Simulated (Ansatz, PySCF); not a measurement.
This Ansatz (a quantum-chemistry and plane-wave program) input computes a BLYP/def2-TZVPD energy:

Ansatz 0.2 input:
```yaml
crystal:
  periodic: [false, false, false]
  atoms:
    - {symbol: Ga, position_ang: [0.69600210, 0.33511420, 0.24098457]}
    - {symbol: Br, position_ang: [-0.59278037, 1.38253484, -1.41382864]}
    - {symbol: Br, position_ang: [-0.02367863, -1.67935028, 1.20038516]}
basis:
  gaussian:
    orbitals: def2-TZVPD
hamiltonian:
  xc: {name: BLYP}
magnetization: {spin_polarized: true, initial_magnetization: 1}
output: {forces: true}
```

Task: Write an input for the same energy in PySCF and say what it gives.

Result: 
```python
from pyscf import gto, scf, dft

mol = gto.M(
    atom='''
    Ga    0.69600210    0.33511420    0.24098457
    Br   -0.59278037    1.38253484   -1.41382864
    Br   -0.02367863   -1.67935028    1.20038516
    ''',
    basis='def2-tzvpd',
    charge=0,
    spin=1,
    verbose=4,
)

mf = dft.UKS(mol, xc='blyp').density_fit(auxbasis='def2-universal-jkfit')
mf.grids.level = 3
mf.conv_tol = 1e-9
mf.max_cycle = 100
mf.max_memory = 1500
mf.kernel()
if not mf.converged:
    mf = mf.newton()
    mf.kernel(mf.make_rdm1())
for _ in range(2):
    mo, _, stable, _ = mf.stability(return_status=True)
    if stable:
        break
    mf.kernel(mf.make_rdm1(mo, mf.mo_occ))
mf.analyze()
```
It gives -7073.38191 Eh, and Ansatz -7073.38185 Eh, a difference of 0.06 mEh, from the treatment of integrals and grids.

It need not be the lowest isomer of its formula.
